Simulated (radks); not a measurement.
Results of a calculation; reference values are marked as such.
Fractional charge and spin in the 2s shell of neon: the spin-up occupation runs from 0 to 1 and the spin-down occupation from 0 to 1; the fullest corner is Ne3+, [He] 2p(up 1.5, down 1.5) 2s(up 1, down 1). Code: a radial shooting solver on a logarithmic mesh with Libxc functionals. Model: scalar-relativistic Kohn-Sham, PBE, spin-polarised, spherical densities, finite nucleus; Fermi nuclear charge, rms radius of each element as measured or else 0.836 A^(1/3) + 0.57 fm. Energy (eV) minus the two flat planes that join the four corners (they meet along the diagonal where the two added fractions sum to one electron); zero is where a piecewise linear energy would lie.

| down \ up | 0 | 0.5 | 1 |
|---|---|---|---|
| 0 | 0.000 | -3.292 | 0.000 |
| 0.5 | -3.292 | 0.911 | -3.079 |
| 1 | 0.000 | -3.079 | 0.000 |

Corners above the fullest one (they belong to Ne4+ and the next ion): (up 1, down 0) 115.63 eV, (up 0, down 1) 115.63 eV, (up 0, down 0) 260.39 eV. With half an added electron in each spin the energy lies 0.911 eV from the planes, and with half an added electron in spin up alone -3.292 eV. The planes are only a guide here: the flat-plane condition holds for ground states with one frontier orbital, while this shell lies below other occupied shells, so the corners above the fullest one are inner-hole states and not the ground states of those ions.
